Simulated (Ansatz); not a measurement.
Frontier orbitals of `C[N](C)[Zn][NH2]`.

Total charge 0; spin multiplicity 1. For Zn the d shell is correlated and the shells below it are frozen. Scalar relativity is left out up to krypton. All single points use the PBE0-D4/def2-TZVP geometry. It is one conformer, not always the lowest. Basis def2-TZVPP, Ansatz 0.2.0.

Orbital energies of one run (eV). Highest occupied ones, from the top: -5.10, -6.28, -8.21, -9.34, -9.47, -9.95, -11.34, -11.41, -11.85, -11.85, -12.74, -12.75, -12.95, -13.17. Empty: -0.43, 0.38, 0.45, 1.63, 2.45, 3.16.

(1) Which functional gave them?
A. PBE0
B. CAM-B3LYP
C. r2SCAN
D. r2SCANh

Results:

(1) D. HOMO energies: r2SCANh -5.10, r2SCAN -4.64, CAM-B3LYP -7.04, PBE0 -5.66 eV.
